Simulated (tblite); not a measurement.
Species: C4H7OS2 (doublet state).
Structure used (GFN2-xTB), in Å, numbered top down from 1:
```xyz
14
C4H7OS2 angstrom
C      2.3272    0.6632    1.2417
C      2.1696    0.6921   -0.0475
S      1.6845    0.6928   -1.5550
S     -0.1492   -0.6839   -1.8089
C     -0.3772   -1.1477   -0.0557
O     -0.7458   -0.1043    0.7708
C     -2.0358    0.4064    0.5107
H      3.3023    0.6571    1.7027
H      1.4738    0.6687    1.9079
H      0.5722   -1.5359    0.3169
H     -1.1277   -1.9478   -0.0842
H     -2.7984   -0.3665    0.6593
H     -2.1041    0.7845   -0.5145
H     -2.1922    1.2209    1.2137
```

Computed with GFN2-xTB (tblite): harmonic, unscaled wavenumbers at the GFN2-xTB geometry, gas phase. Errors from tens to a few hundred cm⁻¹ against measured bands are possible. One conformer, not necessarily the lowest. Open shells enter through the occupations alone, without spin polarisation, and single modes of such species can be off by tens of per cent.

Harmonic wavenumbers (cm⁻¹): 37.1, 55.2, 106.6, 124.4, 159.0, 181.7, 193.2, 247.1, 321.7, 352.7, 449.2, 460.1, 678.9, 786.8, 826.4, 883.7, 900.6, 963.3, 1096.1, 1130.5, 1134.1, 1242.5, 1255.8, 1334.3, 1400.0, 1412.1, 1461.9, 1478.0, 1782.3, 2893.8, 2922.7, 2944.3, 2974.9, 3008.2, 3039.7, 3062.3.

A = 2214, B = 1466, C = 1025 MHz; mass 134.994 u (most abundant isotopes); point group C1, symmetry number 1; spin multiplicity 2.

Q: Zero-point energy?

A: Half the sum of the wavenumbers: 21651 cm⁻¹ = 61.90 kcal/mol.

Q: Entropy at 400 K, 1 bar (ideal gas, RRHO, classical rotation)?

A: Translation 42.10, rotation 29.84, vibration 39.33, spin (R ln 2) 1.38: S = 112.6 cal/(mol K).

Q: And Cp and H(400 K) − H(0)?

A: Cp = 40.54 cal/(mol K), of which vibrations give 32.59 (their classical limit is 36 R = 71.5); H(400 K) − H(0) = 10.71 kcal/mol without the zero-point energy, 7.53 from vibrations.

Q: How do the functions run with temperature in this model?

A: 
| T (K) | S (cal/(mol K)) | Cp (cal/(mol K)) | H − H(0) (kcal/mol) | G − H(0) (kcal/mol) | ln q(vib) |
| --- | --- | --- | --- | --- | --- |
| 150 | 81.8 | 24.5 | 2.52 | -9.74 | 3.72 |
| 250 | 95.9 | 31.2 | 5.32 | -18.66 | 6.55 |
| 298.15 | 101.7 | 34.3 | 6.90 | -23.42 | 7.81 |
| 600 | 131.0 | 50.2 | 19.84 | -58.77 | 14.77 |
| 900 | 153.3 | 59.6 | 36.42 | -101.54 | 20.64 |

q(vib) and H(0) count from the zero-point level.

Q: Which modes carry the vibrational entropy at 400 K?

A: 37.1 cm⁻¹: 5.99; 55.2 cm⁻¹: 5.20; 106.6 cm⁻¹: 3.90; 124.4 cm⁻¹: 3.60; 159.0 cm⁻¹: 3.12; 181.7 cm⁻¹: 2.87 cal/(mol K); the other 30 give 14.64 together.

Q: What must be added to the electronic energy to get the Gibbs energy at 400 K and 1 bar?

A: ZPE + [H(400 K) − H(0)] − T·S = 61.90 + 10.71 − 45.06 = 27.55 kcal/mol.

Hindered rotation and anharmonicity are outside this model. Other conformers, if any are populated, would add a mixing term that is left out. The structure is chiral; the term R ln 2 for an equal mix with its mirror image is left out.
